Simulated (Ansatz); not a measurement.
Consider the cleavage of the B–Sb bond: `[BH2][SbH][SiH3]` + `[OH][GaH2]` → `B[O][GaH2]` + `[SiH3][SbH2]`.

Computed with Ansatz on PBE0-D4/def2-TZVP structures; ΔE is electronic, products minus reactants. CBS: MP2 limit from def2 TZ/QZ plus the TZ coupled-cluster correction, frozen cores. Functionals use def2-TZVPP. def2 core potentials past Kr. For Ga, Sb outer-core shells are correlated without core-valence functions, which leaves a few kJ/mol of doubt a bond. Scalar relativity is left out up to krypton.

```
           species  PBE-QIDH energy (Eh)
`[BH2][SbH][SiH3]`            -557.73389
      `[OH][GaH2]`           -2001.24554
      `B[O][GaH2]`           -2026.68587
    `[SiH3][SbH2]`            -532.33800
```

Q: Work out ΔE.

A: ΔE = (-2026.68587) + (-532.33800) − (-557.73389) − (-2001.24554) = -0.04444 Eh = -116.7 kJ/mol. CCSD(T)/CBS gives -112.3 kJ/mol.

Largest T1 diagnostic among the species: 0.016.

The D4 term adds +3.2 kJ/mol with B3LYP and +1.7 kJ/mol with PBE0; it sums over pairs of atoms, weighted by their polarisabilities, and B3LYP, whose exchange is more repulsive, gets the larger term. In def2-TZVPP, CCSD(T) changes the Hartree–Fock value by +22.8 kJ/mol (the triples alone add +3.1 kJ/mol) and MP2 by +28.3 kJ/mol. At CCSD(T), def2-SVP lies −31.4 kJ/mol from the extrapolated value and def2-TZVPP −6.5 kJ/mol.

B3LYP here is the variant with VWN-RPA as its local correlation; programs differ in this.
